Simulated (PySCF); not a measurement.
Compound: C2H11BOSSi.
Geometry (PBE0-D3(BJ)/def2-SVP, Å), atoms numbered from 1 in this order:
```
atom  x, y, z in Å
C1    -1.907    0.881    0.503
S2    -1.506   -0.223   -0.861
C3    -1.274   -1.766    0.036
B4     0.405    0.292   -1.216
O5     1.041    0.213    0.067
Si6    2.596    0.578    0.479
H7    -1.061    0.892    1.204
H8    -2.042    1.881    0.071
H9    -2.836    0.557    0.990
H10   -0.995   -2.524   -0.707
H11   -2.209   -2.058    0.532
H12   -0.454   -1.632    0.755
H13    0.258    1.415   -1.690
H14    0.722   -0.561   -2.040
H15    2.930    2.006    0.178
H16    2.737    0.350    1.949
H17    3.582   -0.292   -0.239
```

Computed with PySCF at B3LYP/def2-SVPD, non-relativistic, on one gas-phase PBE0-D3(BJ)/def2-SVP geometry that isn't relaxed in the solvent. The solvent is an IEF-PCM continuum (Bondi radii, 1.10 Å for H, scaled by 1.2), and excitations are vertical TDDFT with non-equilibrium linear response and a frozen core. Specific hydrogen bonds and non-electrostatic terms are outside this model.

Gas-phase singlets (H = HOMO, L = LUMO):

```
state  E (eV)  λ (nm)      f  leading configurations
   S1   6.092     204  0.002                 H→L 90%
   S2   6.210     200  0.026               H→L+1 98%
   S3   6.566     189  0.002             H-1→L+1 87%
   S4   6.595     188  0.005               H→L+2 84%
   S5   6.751     184  0.012               H-1→L 97%
```

**Question.** What are the lowest 5 singlets in dichloromethane (ε = 8.93)?

**Answer.** 
```tsv
state	E (eV)	λ (nm)	f	leading configurations	change by rank (eV)
S1	6.279	197	0.002	H→L 96%	+0.187
S2	6.655	186	0.033	H→L+1 97%	+0.445
S3	6.766	183	0.002	H-1→L+1 90%	+0.200
S4	6.847	181	0.005	H-1→L 97%	+0.252
S5	6.886	180	0.049	H→L+2 70%, H→L+3 22%	+0.135
```

**Question.** The ground-state energy changes by -0.185 eV from gas to dichloromethane. By how much does the total energy of gas-phase S2 change?

**Answer.** E(S2) = E(S0) + excitation energy, so it changes by -0.185 + 0.445 = +0.260 eV: it isn't lowered at all, while the ground state is. This is the vertical state, with the slow part of the continuum still set for S0.

**Question.** How do the frontier levels move from gas to dichloromethane?

**Answer.** 
| orbital | gas (eV) | solvent (eV) | change (eV) |
| --- | --- | --- | --- |
| LUMO+2 | 0.40 | 0.55 | +0.15 |
| LUMO+1 | 0.01 | 0.32 | +0.31 |
| LUMO | -0.06 | 0.12 | +0.18 |
| HOMO | -6.98 | -7.15 | -0.17 |
| HOMO-1 | -7.63 | -7.58 | +0.05 |
| HOMO-2 | -8.51 | -8.49 | +0.02 |
| HOMO-3 | -8.75 | -8.93 | -0.18 |

The HOMO–LUMO gap goes from 6.92 to 7.27 eV. Rows go by rank; for LUMO and LUMO+1 the atom shares or the degeneracy differ between the runs, so the row needn't follow one orbital.

Hardware: one thread of an Intel Xeon at 2.50 GHz, shared host with 64 logical CPUs at a one-minute load of 63. Cost: 97 s wall, 87 s CPU, 1.0 GiB resident at most. This is the whole response run at B3LYP/def2-SVPD in dichloromethane, SCF included.
